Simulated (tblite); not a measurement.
Compound: C5H5FN (doublet state).
Structure used (GFN2-xTB), in Å, numbered top down from 1:
```
atom  x, y, z in Å
C1     2.9441    1.2539    0.4978
C2     1.9500    0.6827   -0.1230
F3     2.1603    0.2737   -1.4649
N4     0.7370    0.4452    0.4052
C5    -0.2119   -0.1232   -0.2332
C6    -1.4785   -0.3430    0.4127
C7    -2.5061   -0.9255   -0.2018
H8     3.9504    1.5514    0.3435
H9    -0.1145   -0.4632   -1.2693
H10   -1.5464   -0.0054    1.4369
H11   -2.4341   -1.2606   -1.2242
H12   -3.4491   -1.0866    0.2913
```

Structure optimised with GFN2-xTB, isolated species. This method treats the open shell by occupation alone, without spin polarisation.

Masses are those of the commonest isotopes; rigid-rotor values at the optimised geometry. The values belong to one conformer with, in the numbering `[H]/[C:1]=[C:2]([F:3])/[N:4]=[CH:5]/[CH:6]=[CH2:7]`, C1–C2–N4–C5 180°, N4–C5–C6–C7 180°.

(1) What are A, B and C (MHz)?

(2) What kind of rotor is it?

(3) What does the inertial defect say?

(4) List the rotational levels J(Ka,Kc) to J = 3 (MHz).

Answers

(1) Ia = 55.05, Ib = 391.52, Ic = 446.56 u·Å²; 505379 MHz·u·Å²/I gives A = 9181, B = 1291, C = 1132 MHz.

(2) A near-prolate asymmetric top: κ = (2 × 1291 − 9181 − 1132)/(9181 − 1132) = -0.96.

(3) Planar: Δ = Ic − Ia − Ib = 0.00 u·Å². For a rigid frame Δ = −2 Σ m c², so it vanishes when all atoms lie in the ab plane; here none is more than 0.01 Å from it.

(4) Above 0(0,0):
J = 1: 1(0,1) 2423, 1(1,1) 10312, 1(1,0) 10472
J = 2: 2(0,2) 7265, 2(1,2) 14998, 2(1,1) 15476, 2(2,1) 39146, 2(2,0) 39148
J = 3: 3(0,3) 14523, 3(1,3) 22026, 3(1,2) 22980, 3(2,2) 46413, 3(2,1) 46425, 3(3,1) 86262, 3(3,0) 86262
The levels of one J sum to (2J + 1)J(J + 1)(A + B + C)/3.

For this open shell read J as N, the rotation without spin; fine and hyperfine splittings come on top. Its GFN2-xTB frequencies are all real (lowest 78 cm⁻¹). No vibrational averaging or centrifugal distortion is included, and the geometry carries the error of its method.

On an AMD EPYC 9B14 with one thread, no GPU, on a shared host, this took 0.22 s. That covers the optimisation of the geometry.

The numbers are calculated, not measured.
